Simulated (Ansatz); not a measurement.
Ansatz (a first-principles code) input:

Ansatz 0.2 input:
```yaml
crystal:
  periodic: [false, false, false]
  atoms:
    - {symbol: C, position_ang: [2.55575923, -1.06691316, -0.89235430]}
    - {symbol: C, position_ang: [1.72302134, -1.06063248, 0.14504292]}
    - {symbol: C, position_ang: [1.08802942, 0.15731652, 0.73738021]}
    - {symbol: Si, position_ang: [-0.67420123, 0.32746445, 0.13850086]}
    - {symbol: O, position_ang: [-1.47102616, -0.95157136, 0.78310740]}
    - {symbol: O, position_ang: [-0.70298550, 0.37219395, -1.50752720]}
    - {symbol: O, position_ang: [-1.42135707, 1.70576047, 0.62393763]}
    - {symbol: H, position_ang: [2.88712373, -0.14623634, -1.36054805]}
    - {symbol: H, position_ang: [2.95014199, -1.99067673, -1.29483647]}
    - {symbol: H, position_ang: [1.42331794, -2.00850325, 0.58245619]}
    - {symbol: H, position_ang: [1.08021855, 0.10647697, 1.82920517]}
    - {symbol: H, position_ang: [1.63295434, 1.05969454, 0.44787051]}
    - {symbol: H, position_ang: [-2.42548512, -0.98811011, 0.67939066]}
    - {symbol: H, position_ang: [-0.11136036, -0.24015949, -1.95604986]}
    - {symbol: H, position_ang: [-1.43600370, 2.43332215, -0.00305552]}
basis:
  gaussian:
    orbitals: def2-TZVPD
hamiltonian:
  xc: {name: PBE0}
magnetization: {spin_polarized: true, initial_magnetization: 2}
```

Q: What final total energy does it print?

A: -633.94848 Eh (PBE0/def2-TZVPD). The basis has 346 functions.

This state (charge 0, triplet) is run at the relaxed geometry of the species with charge 0 and multiplicity 1, and is a spin state other than that species' own.
